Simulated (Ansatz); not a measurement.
Ansatz (a program for electronic structure) input (SVWN5/def2-TZVPD):

Ansatz 0.2 input:
```yaml
crystal:
  periodic: [false, false, false]
  atoms:
    - {symbol: C, position_ang: [-2.16417092, -0.07391746, -0.58926350]}
    - {symbol: C, position_ang: [-1.04227579, -0.62474299, -0.14520765]}
    - {symbol: C, position_ang: [0.30643424, -0.25733768, -0.64844816]}
    - {symbol: Cl, position_ang: [1.33172267, 0.43689008, 0.68659224]}
    - {symbol: H, position_ang: [-2.15374398, 0.70139473, -1.34671262]}
    - {symbol: H, position_ang: [-3.13189445, -0.37862627, -0.21323418]}
    - {symbol: H, position_ang: [-1.07212031, -1.39033370, 0.62280953]}
    - {symbol: H, position_ang: [0.25937529, 0.49867175, -1.42783544]}
    - {symbol: H, position_ang: [0.85917275, -1.12224922, -1.00957949]}
basis:
  gaussian:
    orbitals: def2-TZVPD
hamiltonian:
  xc: {name: SVWN5}
output: {forces: true}
```

End of the output:

```
integrals: 0.11 GiB planned
1057 factors; their error is unknown
mean field: 0.89 GiB planned
mean field evaluation 1: about -15632.7987 eV, gradient 7.3e1 eV
mean field evaluation 2: about -15602.0337 eV, gradient 1.3e2 eV
mean field evaluation 4: about -15645.3083 eV, gradient 1.4e1 eV
mean field evaluation 8: about -15645.7835 eV, gradient 2.3e-1 eV
mean field evaluation 16: about -15645.7426 eV, gradient 6.8e-3 eV
mean field -15645.74261700 eV, -574.9704361095 hartree, gradient 2.3e-5 eV, S^2 0.000000; 0 other end points of the search recorded, 0 dependent functions left out
the calculation of the forces begins
reference -15645.74267334 eV, -574.9704381799 hartree; 20, 20 occupied and 182, 182 virtual orbitals, 1057 factors
Total energy: -15645.74267334 eV, -574.9704381799 hartree
Atom 0 at    -2.164171    -0.073917    -0.589264 Å, force     0.344332    -0.151121     0.116829 eV/Å
Atom 1 at    -1.042276    -0.624743    -0.145208 Å, force     0.453815     0.411211    -0.372737 eV/Å
Atom 2 at     0.306434    -0.257338    -0.648448 Å, force    -0.347923     0.101554     0.860319 eV/Å
Atom 3 at     1.331723     0.436890     0.686592 Å, force    -0.329772    -0.219587    -0.363073 eV/Å
Atom 4 at    -2.153744     0.701395    -1.346713 Å, force     0.047333     0.293041    -0.289685 eV/Å
Atom 5 at    -3.131894    -0.378626    -0.213234 Å, force    -0.344220    -0.129919     0.147730 eV/Å
Atom 6 at    -1.072120    -1.390334     0.622810 Å, force     0.002751    -0.293945     0.301304 eV/Å
Atom 7 at     0.259375     0.498672    -1.427835 Å, force    -0.041701     0.307957    -0.290334 eV/Å
Atom 8 at     0.859173    -1.122249    -1.009579 Å, force     0.215385    -0.319192    -0.110354 eV/Å
Dipole moment:    -0.262576    -0.157544    -0.282549 e Å
```
